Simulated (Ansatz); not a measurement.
Consider the atomization: `C#[C][GeH]([NH2])[SH]` → 2 C• + Ge• + 5 H• + N• + S•.

Calculated with Ansatz (gas phase, PBE0-D4/def2-TZVP geometries, no zero-point term in ΔE). CBS: MP2 limit from def2 TZ/QZ plus the TZ coupled-cluster correction, frozen cores. This one scheme is used for every species, atoms too. DFT in def2-TZVPP. B3LYP here is the variant with VWN-RPA as its local correlation; programs differ in this. Open shells (•) are unrestricted, without spin–orbit coupling. Spin–orbit coupling would lower the free atoms: a little for C, S; clearly for Ge. Bonds to Ge are less sure, by a few kJ/mol each and by 10 to 20 or more in all where they break to atoms, as the def2 sets lack core-valence functions. Scalar relativity is left out up to krypton. One conformer a species, not always the lowest.

`C#[C][GeH]([NH2])[SH]`:

Cartesian coordinates in Å:
```
C 1.385 -1.682 1.183
C 0.671 -0.794 0.787
Ge -0.459 0.604 0.141
N -1.596 0.125 -1.202
S 0.871 2.134 -0.754
H 2.015 -2.468 1.533
H -1.311 1.128 1.302
H -2.378 -0.445 -0.912
H -1.145 -0.303 -1.999
H 1.948 1.702 -0.078
```

```json
{"level": "PBE0-D4", "ΔE (kcal/mol)": "857.0", "difference from CCSD(T)/CBS": "-1.7"}
{"level": "B3LYP-D4", "ΔE (kcal/mol)": "854.1", "difference from CCSD(T)/CBS": "-4.6"}
{"level": "ωB97M-V", "ΔE (kcal/mol)": "858.3", "difference from CCSD(T)/CBS": "-0.4"}
{"level": "B2PLYP", "ΔE (kcal/mol)": "847.5", "difference from CCSD(T)/CBS": "-11.2"}
{"level": "r2SCAN", "ΔE (kcal/mol)": "854.8", "difference from CCSD(T)/CBS": "-3.9"}
{"level": "MP2/def2-TZVPP", "ΔE (kcal/mol)": "852.3", "difference from CCSD(T)/CBS": "-6.4"}
{"level": "SCS-MP2/def2-TZVPP", "ΔE (kcal/mol)": "848.2", "difference from CCSD(T)/CBS": "-10.5"}
{"level": "SCS-MP2/def2-QZVPP", "ΔE (kcal/mol)": "864.5", "difference from CCSD(T)/CBS": "5.8"}
{"level": "HF/CBS(def2)", "ΔE (kcal/mol)": "589.5", "difference from CCSD(T)/CBS": "-269.2"}
{"level": "CCSD/CBS(def2)", "ΔE (kcal/mol)": "841.2", "difference from CCSD(T)/CBS": "-17.5"}
{"level": "CCSD(T)/CBS", "ΔE (kcal/mol)": "858.7", "difference from CCSD(T)/CBS": "0"}
```

Largest T1 diagnostic among the species: 0.012.

From PBE to PBE0 (25 % exact exchange), in def2-TZVPP and without D4, ΔE moves by −18.8 kcal/mol: exact exchange takes away binding that semilocal exchange gives to molecules. In def2-TZVPP, CCSD(T) changes the Hartree–Fock value by +246.3 kcal/mol (the triples alone add +17.5 kcal/mol) and MP2 by +263.4 kcal/mol; breaking electron pairs costs correlation energy, which Hartree–Fock lacks.

For atomizations the MP2-based limit and the directly extrapolated one differ by several kJ/mol either way, and by 10 to 25 for some Ge, Se and Sn compounds, so smaller differences from it don't rank the levels.
